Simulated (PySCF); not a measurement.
# Two-component Hartree-Fock for Cs⁴⁵⁺ (caesium, charge +45)

Start: [Ne]. Calculated with PySCF 2.14 in an uncontracted even-tempered set (17 s from 5.8 bohr⁻², ratio 2.6; 13 p from 7.5 bohr⁻², ratio 2.6; 6 d from 7.7 bohr⁻², ratio 2.8; 3 f from 170 bohr⁻², ratio 2.8): generalised Hartree-Fock with the X2C-1e Hamiltonian and a Gaussian nucleus; spin-orbit coupling (SO) screened by Boettger's factors.

| spinor shell | electrons | ε, screened SO (eV) | weight of nominal j (screened SO) | rms radius, screened SO (bohr) |
| --- | --- | --- | --- | --- |
| 1s1/2 | 2 | -39279.5 | 1.000 | 0.0298 |
| 2s1/2 | 2 | -8679.5 | 1.000 | 0.119 |
| 2p1/2 | 2 | -8368.4 | 1.000 | 0.102 |
| 2p3/2 | 4 | -7998.9 | 1.000 | 0.107 |

| quantity | screened SO |
| --- | --- |
| E (hartree) | -5789.53510 |
| M_J | 0 |
| ⟨J²⟩ | 0.000 |
| ⟨L²⟩ | 0.009 |
| ⟨S²⟩ | 0.009 |

Breit and QED terms are absent; they matter most for the inner s and p1/2 levels.

Densities and radii are taken from the X2C orbitals without a picture-change correction, which distorts them close to the nucleus.
